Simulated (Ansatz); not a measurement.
`[OH][Ta]([OH])([OH])([OH])[Cl]` and `[OH][Ta]([OH])([OH])([OH])[OH]` differ in one atom or group.

Ansatz, PBE0-D4/def2-TZVP geometries, multiplicity 1. Each molecule was computed in one conformer, which needn't be the lowest.

Elements past krypton have def2 core potentials.

| property | `[OH][Ta]([OH])([OH])([OH])[Cl]` |
| --- | --- |
| HOMO energy (PBE/def2-TZVPP) / eV | -6.75 |
| HOMO–LUMO gap (B3LYP/def2-TZVPP) / eV | 6.48 |
| HOMO energy (PBE0/def2-TZVPP) / eV | -8.23 |
| HOMO energy (B3LYP/def2-TZVPP) / eV | -7.96 |
| HOMO–LUMO gap (PBE0/def2-TZVPP) / eV | 7.00 |
| LUMO energy (PBE/def2-TZVPP) / eV | -2.05 |

Question: What does the change do to each property? (Best estimate.)

Answer: Ansatz gave: 
```csv
property,`[OH][Ta]([OH])([OH])([OH])[OH]`,shift
HOMO energy (PBE/def2-TZVPP) / eV,-6.94,-0.19
HOMO–LUMO gap (B3LYP/def2-TZVPP) / eV,7.39,0.91
HOMO energy (PBE0/def2-TZVPP) / eV,-8.64,-0.41
HOMO energy (B3LYP/def2-TZVPP) / eV,-8.38,-0.42
HOMO–LUMO gap (PBE0/def2-TZVPP) / eV,7.92,0.92
LUMO energy (PBE/def2-TZVPP) / eV,-1.58,0.47
```

With PBE0 the HOMO falls by 0.41 eV and the LUMO rises by 0.51 eV, so the gap widens by about 0.92 eV. PBE moves the HOMO by -0.19 eV and ωB97M-V by -0.55 eV.

B3LYP here is the variant with VWN-RPA as its local correlation; programs differ in this.
